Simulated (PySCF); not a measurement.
All values below come from PBE-D3(BJ)/def2-TZVP // B3LYP-D3(BJ)/def2-TZVP (PySCF). Isolated molecules, 0 K electronic values unless said otherwise. One relaxed conformer stands for a flexible species; it need not be the lowest. Excitations are Tamm–Dancoff values on a coarser integration grid. The basis has no diffuse functions, so Rydberg states are missing or too high.

Reference species (SMILES): `CC(=O)O[SiH3]` (O–C–O–Si torsion 0°) (neutral, multiplicity 1).

| Quantity | Result |
|---|---|
| HOMO–LUMO gap | 5.36 eV |
| S1 excitation (TDA) | 5.57 eV |

Changed species: `C(=O)(S)C` (O–C–S–H torsion 0°) (X = mercapto; the reference has X = siloxy).

### Question
Give the shifts of the HOMO–LUMO gap and S1 excitation (TDA).

### Answer
the HOMO–LUMO gap falls by 0.89 eV, to 4.47 eV; the S1 excitation (TDA) falls by 0.88 eV, to 4.69 eV.
